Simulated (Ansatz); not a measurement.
Br4Zr (`[Br][Zr]([Br])([Br])[Br]`), relaxed with RKS PBE-D4/def2-SVP in Ansatz 0.2.0 from a rough embedded geometry. The force threshold is 0.03 eV/Å; the program also tests the step.

The species carries charge 0 and has multiplicity 1. Zr: def2 effective core potential.

Start:

```xyz
5

Br   -2.639   -0.614    0.834
Zr    0.218    0.271   -0.157
Br    0.696   -2.541   -0.844
Br   -0.464    2.530   -1.705
Br    2.188    0.354    1.871
```

(1) By how much does the energy fall, and how many steps does the optimiser take? (An estimate is asked.)

(2) Which bonds change most? (Estimate.)

(3) Give the relaxed structure. (Best estimate.)

Answers

(1) Ansatz gave: 368.82 kJ/mol, in 5 steps.

(2) The calculation gave: Br1–Zr2 from 3.151 to 2.481 Å; Zr2–Br3 from 2.933 to 2.481 Å; Zr2–Br5 from 2.829 to 2.481 Å; Zr2–Br4 from 2.823 to 2.482 Å.

(3) Computed: 
```xyz
5

Br   -2.216   -0.379    1.048
Zr    0.000    0.001    0.000
Br    0.691   -2.043   -1.226
Br   -0.151    1.910   -1.579
Br    1.676    0.511    1.757
```
